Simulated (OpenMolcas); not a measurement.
## Mo3+: effect of the IPEA shift

```yaml
Program: OpenMolcas 26.06
Basis: ANO-RCC-VTZP [7s6p4d2f1g]
Scalar_Hamiltonian: DKH2, point nucleus
Active_space: 3 electrons in 10 orbitals (4d 5d)
State_averaging: 2S+1 = 4 even, 10 roots; 2S+1 = 2 even, 40 roots
Spin-orbit_coupling: RASSI with atomic mean-field integrals over the reference wave functions, term energies averaged over their components
```

Methods on the same reference wave functions:
A. CASSCF
B. MS-CASPT2, IPEA 0 Eh, imaginary shift 0.1 Eh (closed shells correlated: 4s 4p)
C. MS-CASPT2, IPEA 0.25 Eh, imaginary shift 0.1 Eh (closed shells correlated: 4s 4p)

Energies in cm-1 above 4d3 4F 3/2, the measured ground level; measured values from Sugar and Musgrove, J. Phys. Chem. Ref. Data 17, 155 (1988).

```
               Level      A      B      C  Measured
          4d3 4F 3/2    0.0    0.0    0.0       0.0
          4d3 4F 5/2    745    765    763       778
          4d3 4F 7/2   1706   1730   1728      1760
          4d3 4F 9/2   2824   2820   2830      2865
          4d3 4P 1/2  13005  10330  10560     10338
          4d3 4P 3/2  13111  10270  10530     10331
          4d3 2G 7/2  14050  11500  11890     11580
          4d3 4P 5/2  14210  11640  11850     11612
          4d3 2G 9/2  14780  12290  12670     12311
          4d3 2P 1/2  18360  13730  14220     14348
          4d3 2H 9/2  18650  16350  16650     15995
         4d3 2H 11/2  19063  16800  17080     16357
       4d3 2D 5/2(1)  20778  16880  17400     16809
4d3 2D 3/2(1) [54 %]  21035  16860  17330          
          4d3 2F 7/2  30540  25200  25700     24787
          4d3 2F 5/2  30882  25530  26030     25100
       4d3 2D 5/2(2)  47140  40560  40760     38922
       4d3 2D 3/2(2)  47489  40850  41120     39231
```

Deviations, from unrounded energies. A percentage is the sum of absolute deviations over the sum of measured energies, with the sign that they share, or ± where signs differ.

| Against measurement | Levels | A | B | C |
| --- | --- | --- | --- | --- |
| mean absolute deviation (cm-1) | 16 | 3400 | 370 | 570 |
| fine structure of the ground term (%) | 3 | -2.4 | -1.5 | -1.5 |
| other terms of the ground configuration (%) | 13 | +21.9 | ±2.3 | ±3.6 |

B lies closest to measurement on these levels and A furthest from it. The largest miss of B in the table is 4d3 2D 5/2(2), by +1600 cm-1. The ranking rests on the paired levels alone, and a cruder setting can come out closer through cancelling errors.

Between B and C the level of the table that moves most is 4d3 2D 5/2(1), by 520 cm-1 (lowest in B, highest in C). Moves below CASPT2's spread within the term are not significant.

The mean deviations of B to C differ by less than CASPT2's widest spread within a term (750 cm-1), so their order carries little weight.

From A to B the spin-free energies of the other terms of 4d3 shown, above 4F, scale by factors of 0.72 to 0.86, as is usual when dynamic correlation screens the repulsion within a d or f shell.

The lowest spin-free term lies below A's lowest term by 0.299 hartree in B, 0.292 hartree in C.

CASPT2 breaks the degeneracy within a term, and the mean is taken; among the terms shown or strongly mixed into the levels shown the widest spread is 750 cm-1 (4d3 4F, B). Active for correlation alone: 5d; no level in the range computed is led by a configuration that fills it, so any true level of that kind is missing. The CASPT2 spread within a term exceeds the gap to the next term for 4d3 2D(1) and 4d3 2H, so the order of their levels is uncertain (figures for B; the like holds for C). Without dynamic correlation excited terms often stand tens of per cent too high (terms of higher spin than the ground term too low), and those without a measured partner can miss by more than the paired ones (holds for A). Computed and measured levels are paired by configuration, term and J; levels that our copy of the source lacks, or whose pairing is in doubt (as where it misses far off the trend of its configuration), stay unpaired and out of the deviations. Levels of configurations outside the active space are missing. Levels that lie high or do not pair safely by name in every column are left out.

A share in square brackets marks a mixed level and gives the weight of the term that names it, the lowest over the columns. A number in round brackets counts repeated terms of one configuration in the order of the reference energies.
